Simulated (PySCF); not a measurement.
C₄H₃F₃O, SMILES FC1OC(F)(CC=1)F. Heavy atoms are numbered as in [F:1][C:2]1=[CH:3][CH2:4][C:5]([F:6])([F:7])[O:8]1. Hydrogens are named by the atom that carries them.

Geometry: PBE0-D3(BJ)/def2-SVP. This is a generated structure with no PubChem entry under its InChIKey; it may be hypothetical. The values are those of a single conformer.

Computed with KT2/pcSseg-1 (PySCF).

GIAO shieldings, no solvent; atoms alike by connectivity are averaged. δ = σ(ref) − σ: ¹⁹F against CFCl3 (σ = 127.1 ppm); ¹³C against TMS (σ = 185.1 ppm); ¹⁷O against H2O (σ = 330.4 ppm); ¹H against TMS (σ = 31.47 ppm), references at their B3LYP-D3(BJ)/def2-TZVP geometries, non-relativistic.

```json
[
 {"nucleus": "¹⁹F", "atoms": "F6", "count": "2", "δ (ppm)": "-103.7"},
 {"nucleus": "¹⁹F", "atoms": "F1", "count": "1", "δ (ppm)": "-143.4"},
 {"nucleus": "¹³C", "atoms": "C2", "count": "1", "δ (ppm)": "159.0"},
 {"nucleus": "¹³C", "atoms": "C5", "count": "1", "δ (ppm)": "134.7"},
 {"nucleus": "¹³C", "atoms": "C3 (CH)", "count": "1", "δ (ppm)": "64.8"},
 {"nucleus": "¹³C", "atoms": "C4 (CH2)", "count": "1", "δ (ppm)": "43.1"},
 {"nucleus": "¹⁷O", "atoms": "O8", "count": "1", "δ (ppm)": "207.1"},
 {"nucleus": "¹H", "atoms": "H on C3", "count": "1", "δ (ppm)": "4.25"},
 {"nucleus": "¹H", "atoms": "H on C4", "count": "2", "δ (ppm)": "3.39"}
]
```
